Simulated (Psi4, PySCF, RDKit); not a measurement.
Relaxed torsion scan: SMILES FCC(F)(F)F. Scanned: dihedral F1–C2–C3–F4; all other coordinates were relaxed at GFN2-xTB. Heavy atoms are numbered in the order of the SMILES FCC(F)(F)F, hydrogens after them in the order of the atoms that carry them; the mirror image has the same energies with the sign of each dihedral reversed.

- RKS-M06-2X/6-31G* = PySCF with restricted M06-2X/6-31G*, spherical d // GFN2-xTB
- UFF // GFN2-xTB (RDKit)
- RMP2/6-31G* = restricted MP2 (frozen core)/6-31G*, spherical d // GFN2-xTB (PySCF)
- MP2/cc-pVTZ = DF-MP2 (frozen core)/cc-pVTZ // GFN2-xTB (Psi4)

Energies relative to the lowest point of each profile, in kcal/mol; the last columns give the difference from MP2:

```csv
φ / °,RKS-M06-2X/6-31G*,UFF,RMP2/6-31G*,MP2/cc-pVTZ,RKS-M06-2X/6-31G* − MP2/cc-pVTZ,UFF − MP2/cc-pVTZ,RMP2/6-31G* − MP2/cc-pVTZ
0,3.21,3.79,3.86,3.84,-0.64,-0.06,0.02
10,2.98,3.52,3.59,3.58,-0.60,-0.06,0.01
20,2.38,2.79,2.87,2.86,-0.49,-0.07,0.00
30,1.57,1.82,1.90,1.90,-0.33,-0.08,-0.01
40,0.79,0.90,0.95,0.96,-0.17,-0.07,-0.01
50,0.22,0.24,0.27,0.27,-0.05,-0.03,0.00
60,0.00,0.00,0.00,0.00,0.00,0.00,0.00
70,0.17,0.22,0.20,0.20,-0.03,0.02,0.00
80,0.71,0.85,0.84,0.84,-0.13,0.01,0.00
90,1.48,1.76,1.77,1.77,-0.29,-0.01,0.00
100,2.30,2.73,2.76,2.76,-0.45,-0.03,0.01
110,2.94,3.48,3.54,3.52,-0.58,-0.04,0.02
```

RKS-M06-2X/6-31G* is furthest from MP2/cc-pVTZ at 0 (-0.64 kcal/mol, below); its mean absolute difference over the points is 0.31 kcal/mol.

UFF is furthest from MP2/cc-pVTZ at 30 (-0.08 kcal/mol, below); its mean absolute difference over the points is 0.04 kcal/mol.

RMP2/6-31G* is furthest from MP2/cc-pVTZ at 0 (0.02 kcal/mol, above); its mean absolute difference over the points is 0.01 kcal/mol.
